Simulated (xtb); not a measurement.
C3H5BF2O, SMILES CB(O)/C(F)=C\F. All values are semi-empirical tight-binding results from xtb (GFN2-xTB unless named), good for trends rather than for accurate numbers. The structure is a stationary point at GFN2-xTB. The structure was generated by enumeration; whether it is a known compound was not checked. One conformer was computed; it need not be the lowest.

Q: Estimate the properties. (An estimate is asked for; the answer gives what the named calculation found.)

A: 
```json
{
  "point_group_as_xtb_finds_it": "Cs",
  "orbital_gap": "4.13 eV",
  "dipole_moment": "2.47 D",
  "zero_point_energy": "50.7 kcal/mol",
  "G − E(el) at 298.15 K (modified RRHO)": "30.3 kcal/mol",
  "static polarisability (D4 model)": "55.8 bohr³",
  "solvation energy, GFN2-xTB/ALPB(water)": "-6.3 kcal/mol",
  "solvation energy, GFN2-xTB/ALPB(methanol)": "-7.1 kcal/mol"
}
```

Q: Give the IR lines (harmonic; lines under 4 % of the strongest left out, lines within 3 cm⁻¹ merged). (The exact figures need the calculation; the answer reports its results.)

A: ν (cm⁻¹): 436 (w), 507 (w), 658 (m), 866 (m), 911 (m), 1082 (s), 1129 (s), 1182 (m), 1280 (m), 1340 (vs), 1393 (w), 1669 (m), 3025 (w), 3030 (w), 3071 (w), 3606 (w) (against the strongest line: vs over 80 %, s over 45 %, m over 15 %, w over 4 %, vw less)
